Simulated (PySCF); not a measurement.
**Molecular orbitals of AsI**

PBE0 at R = 2.510 Å; As def2-SVP, I def2-SVP with ECP28; scalar-relativistic core potentials (PySCF 2.14). State: ³Σ⁻ (triplet), unpaired electrons π ↑↑. Only the outer orbitals are listed, counted within each symmetry, core potentials removing the inner ones.

```
spin  orbital  occ.  ε (eV)  on As (%)           main shells (%)
   α      10σ     1  -20.21         22           76 I s, 18 As s
   α      11σ     1  -16.44         75           74 As s, 20 I s
   α      12σ     1   -9.52         44           54 I p, 37 As p
   α       6π     1   -8.75         35           65 I p, 34 As p
   α       6π     1   -8.75         35           65 I p, 34 As p
   α       7π     1   -6.56         65           65 As p, 34 I p
   α       7π     1   -6.56         65           65 As p, 34 I p
   α      13σ     0   -1.85         60           59 As p, 37 I p
   α      14σ     0    4.83         92                   84 As s
   α      15σ     0    7.78         49   31 I d, 20 As d, 17 I p
   β      10σ     1  -19.86         13            86 I s, 9 As s
   β      11σ     1  -14.70         77   77 As s, 12 I s, 10 I p
   β      12σ     1   -9.05         44  55 I p, 32 As p, 11 As s
   β       6π     1   -8.08          9            91 I p, 8 As p
   β       6π     1   -8.08          9            91 I p, 8 As p
   β       7π     0   -2.99         90            90 As p, 8 I p
   β       7π     0   -2.99         90            90 As p, 8 I p
   β      13σ     0   -1.30         65           63 As p, 32 I p
```

Task: Which are the highest filled and the lowest empty level, where do they sit, and how wide is the gap?

Result: Highest filled α 7π at -6.56 eV (in %: 65 As p, 34 I p); lowest empty β 7π at -2.99 eV (in %: 90 As p, 8 I p); the gap at PBE0 is 3.57 eV. Both belong to one degenerate shell, split only by its one-sided filling, so this is no excitation gap.

- bond order (Mayer): 1.27
- ⟨S²⟩: 2.006
- charge on As (Mulliken, basis-dependent): 0.08
- charge on As (Löwdin, basis-dependent): 0.00
- dipole moment (positive dipole means As(−)I(+)): -0.69 D
- polarisability along the bond: 81.3 bohr³
- polarisability across the bond: 30.8 bohr³

Spin–orbit coupling is left out. The state was picked by a PBE0 search and need not be the measured ground state.
